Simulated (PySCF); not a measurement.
PySCF input for AlAsH4O2, SMILES [Al]([AsH2])([OH])[OH], PBE/pcSseg-1. The structure is a stationary point at PBE0-D3(BJ)/def2-SVP. The structure was generated by enumeration; whether it is a known compound was not checked. One conformer was computed; it need not be the lowest.

```python
import numpy as np
from pyscf import gto, scf, dft
from pyscf.prop.nmr import rks as nmr

mol = gto.M(
    atom='''
    Al   -1.03133719   -0.01368644    0.00000000
    As    1.37418173    0.06254551   -0.00000000
    H     1.42036395   -0.98851063    1.10472585
    H     1.42036395   -0.98851062   -1.10472585
    O    -1.82799692    0.00265581   -1.50231064
    H    -2.76669538    0.02422501   -1.68947793
    O    -1.82799692    0.00265581    1.50231064
    H    -2.76669538    0.02422500    1.68947793
    ''',
    basis='pcSseg-1',
    charge=0,
    spin=0,
    max_memory=1600,
    verbose=3,
)
mf = dft.RKS(mol, xc='pbe')
mf.grids.level = 3
mf.conv_tol = 1e-10
mf.max_cycle = 100
mf.kernel()
n = nmr.NMR(mf)
n.verbose = 2
n.max_cycle_cphf = 60
sigma = n.kernel()
print('atom   isotropic/ppm   span/ppm')
for i, s in enumerate(sigma):
    w = np.linalg.eigvalsh((s + s.T) / 2)
    print(f'{mol.atom_symbol(i):2s}{i + 1:3d} {w.mean():14.3f} {w[2] - w[0]:11.3f}')
```

Program output:

```
converged SCF energy = -2630.40465071219
atom   isotropic/ppm   span/ppm
Al  1        409.127     119.305
As  2       2075.904     443.606
H   3         30.152      20.182
H   4         30.152      20.182
O   5        276.886     127.820
H   6         29.314      22.454
O   7        276.886     127.820
H   8         29.314      22.454
```

The calculation finished and met its thresholds.

Cost: around 22 core-seconds (rough).
